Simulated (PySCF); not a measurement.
A PySCF script (with the pyscf-properties extension) for the NMR shieldings of `C1=CC(SC(F)(F)F)=CO1`, C5H3F3OS, on a GFN2-xTB geometry:

```python
import basis_set_exchange as bse
import numpy as np
from pyscf import gto, dft
from pyscf.prop import nmr

atoms = """
F     3.530871   -0.590636    0.228560
C     2.284464   -0.148203    0.127403
F     1.979927    0.480927    1.264604
F     2.255516    0.774251   -0.839497
S     1.134936   -1.527614   -0.220342
C    -0.336402   -0.551161   -0.209965
C    -1.169660   -0.273838    0.906102
C    -2.161185    0.515735    0.417148
O    -1.995948    0.732960   -0.899344
C    -0.894833    0.087602   -1.281756
H    -1.027453   -0.615372    1.909284
H    -3.009211    0.969998    0.888931
H    -0.595411    0.145839   -2.308855
"""
names = dict.fromkeys(["F", "C", "S", "O", "H"], "pcSseg-1")
basis = {el: gto.basis.parse(bse.get_basis(n, elements=[el], fmt="nwchem")) for el, n in names.items()}
mol = gto.M(atom=atoms, basis=basis, charge=0, verbose=0)
mf = dft.RKS(mol, xc="PBE0")
mf.grids.level = 2
mf.grids.alignment = dft.numint.BLKSIZE   # the property module wants whole blocks of grid points
mf.conv_tol = 1e-9
mf.kernel()

calc = nmr.RKS(mf)   # GIAO
C = mf.mo_coeff
Co = C[:, mf.mo_occ > 0]
resp = mf.gen_response(singlet=True, hermi=2)
def vind(x):   # induced exchange potential for any number of trial vectors
    d = np.einsum("pi,xij,qj->xpq", C, 2 * x.reshape(-1, C.shape[1], Co.shape[1]), Co, optimize=True)
    return np.einsum("xpq,pi,qj->xij", resp(d - d.transpose(0, 2, 1)), C, Co, optimize=True).ravel()
mo1, _ = nmr.rhf.solve_mo1(calc, with_cphf=vind)
sigma = calc.kernel(mo1)
for i, s in enumerate(sigma):   # ppm
    print("%2d %-2s %9.2f" % (i, mol.atom_pure_symbol(i), np.trace(s) / 3))
```

Q: What are the results?

A: 
```
 0 F     242.29
 1 C      45.91
 2 F     222.64
 3 F     223.74
 4 S     418.72
 5 C      68.53
 6 C      61.41
 7 C      38.72
 8 O      22.18
 9 C      31.76
10 H      24.69
11 H      24.09
12 H      23.83
```

These numbers come from an equivalent density-fitted implementation of the same equations, which agrees with the script to about 0.01 ppm for H and up to a few tenths of a ppm for heavy atoms, so last digits may differ.

Q: Turn these shieldings into chemical shifts. Shifts are taken against calculated references (same method and geometry level): $^{19}$F (σref 170.95) vs CFCl3; $^{13}$C (σref 186.93) and $^{1}$H (σref 31.72) against TMS; $^{33}$S (σref 503.73) vs CS2; H2O for $^{17}$O (σref 336.08).

A: Averaging equivalent atoms: F 0/2/3: -58.6; C 9: 155.2; C 7: 148.2; C 1: 141.0; C 6: 125.5; C 5: 118.4; S 4: 85; O 8: 313.9; H 12: 7.89; H 11: 7.63; H 10: 7.03 ppm. Unscaled 19F shifts against computed CFCl3 carry errors that often reach 10 to 50 ppm. Unscaled 17O shifts of doubly bonded oxygen tend to come out too high, by tens of ppm or more. Experimental scales use liquid or dissolved standards, which lie at an offset from isolated H2O (liquid H2O: subtract about 36 ppm).

Size and cost of the density-fitted run: 192 basis functions, 39 s wall time on 1 thread of an Arm Neoverse V2, shared host; peak memory 0.83 GiB.
